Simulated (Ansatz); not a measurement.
InO₂H. Total charge 0; singlet. Geometry PBE0-D4/def2-TZVP.

```tsv
atom	x (Å)	y (Å)	z (Å)
In1	-1.145	-0.178	-1.430
O2	0.261	-0.436	0.614
O3	0.661	0.406	-0.514
H4	0.223	0.209	1.329
```

In the def2 sets In takes a core potential; there is no spin–orbit coupling. B3LYP takes the VWN-RPA correlation. The structure holds one bond between oxygen atoms, so isomers without such links may lie far lower. The structure comes from a short search, and lower isomers may exist.

**Question.** Estimate the orbital energies around the gap (eV) in Ansatz with HF/def2-TZVP, LDA (SPW92)/def2-TZVP, r2SCAN-D4/def2-TZVP, r2SCAN-D4/def2-TZVPD, B3LYP-D4/def2-TZVP.

**Answer.** 
| orbital | HF/def2-TZVP | LDA (SPW92)/def2-TZVP | r2SCAN-D4/def2-TZVP | r2SCAN-D4/def2-TZVPD | B3LYP-D4/def2-TZVP |
| --- | --- | --- | --- | --- | --- |
| HOMO−5 | -18.53 | -12.35 | -12.62 | -12.68 | -13.55 |
| HOMO−4 | -16.42 | -10.79 | -10.79 | -10.86 | -11.68 |
| HOMO−3 | -15.01 | -9.72 | -9.86 | -9.93 | -10.83 |
| HOMO−2 | -12.19 | -7.33 | -7.33 | -7.39 | -8.12 |
| HOMO−1 | -11.32 | -5.94 | -6.02 | -6.08 | -6.94 |
| HOMO | -9.19 | -5.27 | -5.34 | -5.42 | -6.30 |
| LUMO | 0.64 | -2.25 | -1.86 | -1.90 | -1.68 |
| LUMO+1 | 0.78 | -2.19 | -1.75 | -1.79 | -1.58 |
| LUMO+2 | 2.04 | -0.63 | 0.13 | -0.01 | -0.02 |
| LUMO+3 | 4.03 | -0.37 | 0.43 | 0.10 | 0.92 |
| LUMO+4 | 4.28 | 1.15 | 2.18 | 1.03 | 1.94 |
| LUMO+5 | 4.73 | 2.07 | 3.24 | 1.79 | 2.34 |
